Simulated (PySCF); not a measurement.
C3H4ClF. Atoms are numbered in the order given.

```xyz
9

C      0.2670    -2.3992     0.0000
C      0.7049    -0.9662     0.0000
C     -0.1344     0.0695     0.0000
F     -1.4597    -0.0698     0.0000
Cl     0.3445     1.7344     0.0000
H      0.6564    -2.9294     0.8858
H     -0.8279    -2.4876     0.0000
H      0.6564    -2.9294    -0.8858
H      1.7718    -0.7346     0.0000
```
Charge 0, spin multiplicity 1.

Coordinates come from a B3LYP-D3(BJ)/def2-SVP optimisation.

Calculation: PBE0/pcSseg-1 (PySCF).

GIAO shieldings, no solvent; atoms alike by connectivity are averaged. δ = σ(ref) − σ: ¹³C against TMS (σ = 186.3 ppm); ¹⁹F against CFCl3 (σ = 167.2 ppm); ³⁵Cl against HCl (σ = 945.9 ppm); ¹H against TMS (σ = 31.56 ppm), references at their B3LYP-D3(BJ)/def2-TZVP geometries, non-relativistic (without spin–orbit terms, shifts of atoms bonded to Cl or Br come out too high).

```csv
nucleus,atoms,count,δ (ppm)
¹³C,C3,1,161.3
¹³C,C2,1,110.9
¹³C,C1,1,15.2
¹⁹F,F4,1,-84.2
³⁵Cl,Cl5,1,272.3
¹H,H9,1,5.11
¹H,"H6, H7, H8",3,2.12
```
